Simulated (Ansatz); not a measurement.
## Ligand exchange: C2H9ClSi2 + CH3FO → C2H10OSi2 + CH2ClF

Species: C2H9ClSi2 `C[SiH2]C[SiH2]Cl`, singlet; CH3FO `OCF`, singlet; C2H10OSi2 `C[SiH2]C[SiH2]O`, singlet; CH2ClF (chlorofluoromethane) `FCCl`, singlet. The partners trade Cl for OH: Si–Cl and C–OH bonds give way to Si–OH and C–Cl.

Shapes, held fixed at every level: PBE0-D4/def2-TZVP. Flexible molecules stand in one conformer, not always the lowest. Programs: Ansatz 0.2.0. Electronic energies: no zero-point or thermal term.

Problem. Estimate ΔE of this reaction.

Solution. The highest level, CCSD(T)/CBS estimate, gives ΔE = +21.2 kJ/mol; the levels span +21.2 to +29.1. The column of differences is taken from that level and isn't an error. No measured value is set beside it here. The CBS estimate extrapolates MP2 from def2-TZVPP and def2-QZVPP and adds CCSD(T) − MP2 in the triple-zeta set, cores frozen.

```json
{"level": "HF/def2-TZVPP", "kind": "Hartree–Fock", "ΔE (kJ/mol)": "+29.1", "less CCSD(T)/CBS estimate": "+7.9"}
{"level": "PBE-D4/def2-TZVPP", "kind": "GGA", "ΔE (kJ/mol)": "+25.8", "less CCSD(T)/CBS estimate": "+4.6"}
{"level": "r2SCAN-D4/def2-TZVPP", "kind": "meta-GGA", "ΔE (kJ/mol)": "+24.1", "less CCSD(T)/CBS estimate": "+2.9"}
{"level": "wB97M-V/def2-TZVPP", "kind": "range-separated hybrid", "ΔE (kJ/mol)": "+23.8", "less CCSD(T)/CBS estimate": "+2.6"}
{"level": "wB97X-V/def2-TZVPP", "kind": "range-separated hybrid", "ΔE (kJ/mol)": "+25.4", "less CCSD(T)/CBS estimate": "+4.2"}
{"level": "CCSD(T)/def2-TZVPP", "kind": "coupled cluster or CI", "ΔE (kJ/mol)": "+22.6", "less CCSD(T)/CBS estimate": "+1.4"}
{"level": "CCSD(T)/CBS estimate", "kind": "coupled cluster or CI", "ΔE (kJ/mol)": "+21.2", "less CCSD(T)/CBS estimate": "0.0"}
```
